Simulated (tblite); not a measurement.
Input of a run (GFN2-xTB geometry optimisation, gas phase (tblite 0.8.0)), started from a force field or distance geometry:
```
{"job": {"kind": "relax", "xc": "GFN2-xTB", "basis": "xTB"}, "charge": 0, "multiplicity": 1}
C     -2.377100     0.093800     0.961600
C     -1.242800    -0.155700    -0.056600
C     -0.893400    -1.211100    -0.827800
C      0.324500    -0.508700    -1.397800
C      1.624800    -0.742100    -0.587800
C      1.237700     0.507000     0.169900
C      1.858900     1.197100     1.125600
F      3.068300     0.833200     1.607100
C     -0.075000     0.688500    -0.527200
H     -2.300000     1.098100     1.394600
H     -2.349600    -0.635200     1.774200
H     -3.359400     0.013400     0.465300
H     -1.332800    -2.191900    -0.984500
H      0.403900    -0.353700    -2.470100
H      2.529600    -0.656300    -1.202700
H      1.671600    -1.670800    -0.008900
H      1.484900     2.085900     1.620800
H     -0.283000     1.614700    -1.067300
```

Output (eV, eV/Å):
```
step      E/eV     max force
  0    -717.06781    1.713
  1    -717.14350    1.235
  2    -717.18463    0.560
  3    -717.21098    0.456
  4    -717.23680    0.360
  5    -717.25484    0.322
  6    -717.27629    0.415
  7    -717.28876    0.407
  8    -717.29442    0.154
  9    -717.29661    0.081
 10    -717.29795    0.079
 11    -717.29895    0.073
 12    -717.29979    0.067
 13    -717.30051    0.073
 14    -717.30132    0.083
 15    -717.30236    0.095
 16    -717.30363    0.083
 17    -717.30482    0.076
 18    -717.30567    0.067
 19    -717.30622    0.056
 20    -717.30671    0.057
 21    -717.30723    0.058
 22    -717.30778    0.066
 23    -717.30832    0.057
 24    -717.30883    0.055
 25    -717.30934    0.063
 26    -717.30991    0.066
 27    -717.31055    0.076
 28    -717.31127    0.077
 29    -717.31209    0.092
 30    -717.31296    0.081
 31    -717.31381    0.058
 32    -717.31452    0.058
 33    -717.31507    0.064
 34    -717.31554    0.056
 35    -717.31597    0.044
 36    -717.31636    0.038
 37    -717.31666    0.033
 38    -717.31687    0.031
 39    -717.31704    0.030
 40    -717.31719    0.032
 41    -717.31733    0.032
 42    -717.31748    0.031
 43    -717.31764    0.034
 44    -717.31778    0.029
 45    -717.31787    0.023
 46    -717.31794    0.019
 47    -717.31799    0.017
 48    -717.31805    0.022
 49    -717.31810    0.018
 50    -717.31813    0.013
 51    -717.31816    0.013
 52    -717.31820    0.016
 53    -717.31826    0.020
 54    -717.31831    0.021
 55    -717.31835    0.020
 56    -717.31839    0.014
 57    -717.31843    0.015
 58    -717.31848    0.016
 59    -717.31853    0.016
 60    -717.31859    0.023
 61    -717.31864    0.026
 62    -717.31869    0.020
 63    -717.31874    0.017
 64    -717.31877    0.013
 65    -717.31880    0.014
 66    -717.31883    0.012
 67    -717.31886    0.012
 68    -717.31889    0.018
 69    -717.31894    0.021
 70    -717.31899    0.023
 71    -717.31904    0.019
 72    -717.31907    0.014
 73    -717.31909    0.010
 74    -717.31911    0.010
```

Task: Summarise the run.

Result: The energy falls by 24.2 kJ/mol over 74 L-BFGS steps, the largest force on an atom goes from 1.71 to 0.010 eV/Å, and the atoms move by 0.150 Å rms after alignment. The bond that changes most is C1–C2 (allylic carbon to fully substituted alkene carbon), which shortens by 0.061 Å. Bonds longer at the end by more than 0.005 Å: 2 of 19; shorter: 11. Among the angles that change most is C4–C9–H18, from 115.5° to 125.5°. Among the dihedrals that turn most is C3–C2–C9–H18, from 117° to 128°. The energy never rose by more than 1e-5 eV on the way. The first step brought 30 % of the lowering.

Task: What are the final bond lengths?

Result: C1–C2 1.484 Å, C2=C3 1.336 Å, C3–C4 1.503 Å, C4–C5 1.549 Å, C5–C6 1.502 Å, C6=C7 1.316 Å, C7–F8 1.352 Å, C6–C9 1.507 Å, C2–C9 1.515 Å, C4–C9 1.555 Å, C1–H10 1.087 Å, C1–H11 1.089 Å, C1–H12 1.090 Å, C3–H13 1.075 Å, C4–H14 1.085 Å, C5–H15 1.089 Å, C5–H16 1.089 Å, C7–H17 1.080 Å, C9–H18 1.085 Å. Numbering counts from 1 in the input's order; the species is `CC1=C[C@@H]2C/C(=C\F)[C@H]12`.

GFN2-xTB frequencies show an imaginary mode (113i cm⁻¹), so the point is no minimum at that level.

The numbers are calculated, not measured.
